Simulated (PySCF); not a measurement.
Compound: C6H12P (charge -1).
Z-matrix (Å and degrees, GFN2-xTB geometry), rows numbered from 1:
```
C 
C   1  1.5266
C   2  1.5228  1  109.86
P   2  1.8962  1  112.71  3   122.42
C   4  1.8452  2   95.03  1    81.48
C   5  1.5049  4  121.93  2    90.02
C   5  1.4954  4  119.52  2   160.91
H   1  1.0890  2  109.64  3   -60.18
H   1  1.0882  2  110.43  3  -179.12
H   1  1.0959  2  111.17  3    60.24
H   2  1.0996  1  108.72  3  -118.90
H   3  1.0950  2  111.19  1   -57.29
H   3  1.0892  2  109.58  1    63.14
H   3  1.0877  2  109.97  1  -178.34
H   5  1.0908  4  114.43  2   -56.33
H   6  1.0854  5  119.04  7   107.77
H   6  1.0802  5  117.82  7  -107.21
H   7  1.0850  5  118.99  6  -108.35
H   7  1.0807  5  117.40  6   107.72
```

Probes without a nucleus sit at each ring's centroid and 1 Å off its mean plane on both sides; NICS is minus the shielding there, NICSzz its component along the normal. Level: GIAO PBE0/pcSseg-1 (PySCF, non-relativistic, gas phase) on the GFN2-xTB geometry, one conformer.

Ring bond lengths (Å), with Mayer bond orders in brackets: C5–C6 1.505 (0.91), C6–C7 1.497 (0.99), C7–C5 1.495 (0.97).

Task: Give the NICS values of each ring in ppm.

Result: 
```json
{"ring": "C5–C6–C7", "type": "3-membered carbocycle; formal bonds all single", "NICS(0)": "-44.0", "NICS(1), two faces": "-9.4 / -8.6", "NICS(1)zz, two faces": "-23.6 / -21.1", "rms pucker (Å)": "0.00", "centre to ring atoms, mean (Å)": "0.87"}
```

Task: What can be read from them?

Result: 
- C5–C6–C7: mean NICS(1)zz -22.3 ppm, shielded. C5, C6, C7 have four or more neighbours, and the NICS criterion for π rings isn't applied. NICS(0) lies 35 ppm below the mean NICS(1).

Task: At the second NICS(1) probe listed for ring C5–C6–C7, 1 Å off the ring, how large is the induced field along the normal in 7.05 T applied along it?

Result: NICSzz × B0 = -21.1 ppm × 7.05 T = -149 μT, against the applied field.

Time: 40 s; peak memory 0.84 GiB. Hardware: Arm Neoverse N1, one thread, no GPU, shared host with 64 logical CPUs at a one-minute load of 21. This is the whole shielding run at PBE0/pcSseg-1, SCF included.
